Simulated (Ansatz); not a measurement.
**How methods differ on CH3ClF2Si (SMILES C[Si](F)(F)Cl)**

CH3ClF2Si has 8 atoms, charge 0, and is taken as a singlet. SMILES: `C[Si](F)(F)Cl`. The shape was relaxed beforehand at B3LYP/def2-SVP.

| atom | x (Å) | y (Å) | z (Å) |
| --- | --- | --- | --- |
| C | -0.8159 | -0.3004 | 0.5170 |
| Si | 0.6935 | 0.1564 | -0.4409 |
| F | 2.0153 | -0.4835 | 0.2268 |
| F | 0.6202 | -0.4250 | -1.9439 |
| Cl | 0.9713 | 2.1863 | -0.5647 |
| H | -0.9252 | -1.3959 | 0.5557 |
| H | -0.7506 | 0.0809 | 1.5477 |
| H | -1.7163 | 0.1241 | 0.0467 |

Quantity: the dissociation energy of the H8–C1 bond into doublet H and doublet CH2ClF2Si (shapes relaxed at B3LYP/def2-SVP, no zero-point term), in eV. The values are calculated.

| level | kind | program | value (eV) | CPU time (all runs) |
| --- | --- | --- | --- | --- |
| HF/def2-SVP | Hartree–Fock | Ansatz | 3.60 | 1.9 s |
| PBE/def2-SVP | GGA | Ansatz | 4.64 | 4.6 s |
| r2SCAN/def2-SVP | meta-GGA | Ansatz | 4.57 | 11 s |
| B3LYP/def2-SVP | global hybrid | Ansatz | 4.67 | 6.2 s |
| wB97M-V/def2-SVP | range-separated hybrid | Ansatz | 4.82 | 29 s |

The values span 3.60 to 4.82 eV. Hartree–Fock misses the correlation of the electron pair that is broken and comes out low. Measured bond enthalpies also hold zero-point and thermal terms, a few tenths of an eV less. CPU times are rough (shared hosts, several kinds of processor): they show what a rung costs within a factor of a few.
